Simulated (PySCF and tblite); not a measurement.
Results of a calculation; reference values are marked as such.
C₅H₆OS, numbered as in [CH3:1][O:2][c:3]1[cH:4][cH:5][cH:6][s:7]1.

First level. The ensemble was built from 60 distance-geometry starts (ETKDG and KDG, MMFF94s, GFN2-xTB) and rests on GFN2-xTB geometries. Weights use PBE0-D3(BJ)/def2-SVP (IEF-PCM, chloroform) energies plus GFN2-xTB zero-point and thermal terms (modes under about 100 cm⁻¹ blended into free rotors). Symmetry numbers and mirror images are counted. Conformers within 3 kcal/mol (GFN2-xTB free energy) were kept, 5 at most. GIAO shieldings: KT2/pcSseg-1 (IEF-PCM, chloroform). Shifts are against TMS (¹H), TMS (¹³C) at the same level. Programs: PySCF with density fitting and tblite.

It gives, at 298.15 K, with 2 conformers (largest weight 61 %): ¹H: 6.84 (H5, 1H), 6.29 (H6, 1H), 6.19 (H4, 1H), 4.12 (H1, 3H) ppm. ¹³C: 167.0 (C3), 120.5 (C5), 108.1 (C6), 96.9 (C4), 61.3 (C1) ppm.

Second level: GFN2-xTB geometries, energies B3LYP-D3(BJ)/pcSseg-1 (IEF-PCM, dimethylsulfoxide), shieldings B3LYP/pcSseg-1 (IEF-PCM, dimethylsulfoxide), on up to 4 of the same conformers.

(1) How do the averaged shifts change?

Shifts are unscaled: against experiment ¹³C can be off by 15 ppm or more and ¹H by 0.8 ppm.

Answers

(1) 
```tsv
signal	first	second	change (ppm)
H1	4.12	4.14	0.02
H4	6.19	6.23	0.04
H5	6.84	6.94	0.10
H6	6.29	6.50	0.21
C1	61.3	61.7	0.4
C3	167.0	180.9	13.8
C4	96.9	105.5	8.6
C5	120.5	131.6	11.1
C6	108.1	120.8	12.7
```

The largest weight becomes 85 %.
